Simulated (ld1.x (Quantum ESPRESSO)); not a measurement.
PBEsol TM dataset for V (Z = 23), scalar-relativistic all-electron reference.

ld1.x (Quantum ESPRESSO) 7.5 input, shortened:

```
&input
   title='V', zed=23., rel=1, dft='PBESOL', iswitch=3,
   config='[Ar] 3d3 4s1 4p0'
 /
 &inputp
   pseudotype=2, tm=.true., lloc=-1, rcloc=1.45,
   nlcc=.false.
 /
3
3S  1  0   2.00   0.00  1.10  1.10  0.0
3P  2  1   6.00   0.00  1.05  1.05  0.0
3D  3  2   3.00   0.00  1.50  1.50  0.0
 &test
   configts(1)='3s2 3p6 3d3 4s1 4p0'
 /
```

Occupied shells without a wave of their own: 4s. They enter only through the test configuration that unscreens the potential.

- Cutoffs needed: 120 Ry and 200 Ry (the cutoffs (Ry, on a coarse ladder) from which the occupation-weighted sum of valence levels, in a spherical-Bessel basis at the reference potential, stays within 10 and 1 mRy of its value at 400 Ry)
- Ghost test: no extra level below or beside the all-electron valence levels (s, p, d, f tested) (spherical-Bessel basis up to 400 Ry, 20 bohr box)
- Largest excitation error: +287 meV (all-electron minus pseudo) for 3s2 3p6 3d2 4s0 4p0, out of 7 test configurations
